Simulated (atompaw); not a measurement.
# What one change does to a pseudopotential (B (Z = 5), PAW (atompaw))

```json
{
  "Element": "boron (B)",
  "Generator": "atompaw 4.2.0.5",
  "Type": "PAW",
  "Functional": "PBEsol",
  "Relativity": "scalar-relativistic",
  "Frozen core": "[He]",
  "Valence charge": "3",
  "Reference configuration": "2s1.75 2p1.25",
  "Partial waves": "2s (bound): rc 3.00 bohr; 2s channel at -0.3 Ry: rc 3.00 bohr; 2p (bound): rc 3.00 bohr; 2p channel at 0.65 Ry: rc 3.00 bohr",
  "Local potential": "troulliermartins scheme with l = 2 at 0 Ry, radius 2.00 bohr",
  "Core correction": "smooth core density matched at 2.45 bohr",
  "Augmentation charge": "sinc compensation charge, radius 2.95 bohr; PAW radius 3.00 bohr; waves and projectors: custom polynom vanderbiltortho"
}
```

All-electron outer shells of the reference configuration (PBEsol, scalar-relativistic, ld1.x):

```
shell  level (eV)  outermost node (bohr)  outermost maximum (bohr)
   1s     -179.85                      –                      0.21
   2s       -9.49                   0.46                      1.52
   2p       -3.68                      –                      1.57
```

Change: wave 2p (bound): rc 3.00 bohr becomes 2p (bound): rc 1.62 bohr.

Cutoffs: the cutoffs (Ry, on a coarse ladder) from which the occupation-weighted sum of valence levels, in a spherical-Bessel basis at the reference potential, stays within 10 and 1 mRy of its value at 400 Ry; they do not see the model core or the augmentation charge, which bear on the density cutoff.

Question: What does the change do?

Answer: The potential gets harder (6 Ry and 8 Ry → 15 Ry and 25 Ry); the range in which the p phases agree narrows (upper end at the end of the scan → 1.4); neither file shows a bound ghost.

```csv
quantity,base,changed
"cutoff, loose",6 Ry,15 Ry
"cutoff, tight",8 Ry,25 Ry
loose cutoff by channel (10 mRy a level),"s 6 Ry, p 6 Ry","s 6 Ry, p 15 Ry"
bound ghosts,none,none
s: phases at 3.02 bohr within 0.05 rad from the reference energy up to (Ry; the scan ends near 5),4.6,4.6
p: phases at 3.02 bohr within 0.05 rad from the reference energy up to (Ry; the scan ends near 5),to the end of the scan,1.4
lowest overlap eigenvalue by channel,"s 0.88, p 0.91","s 0.88, p 0.59"
```

 The cutoffs see the waves, projectors and local potential, not the compensation charge or the core.
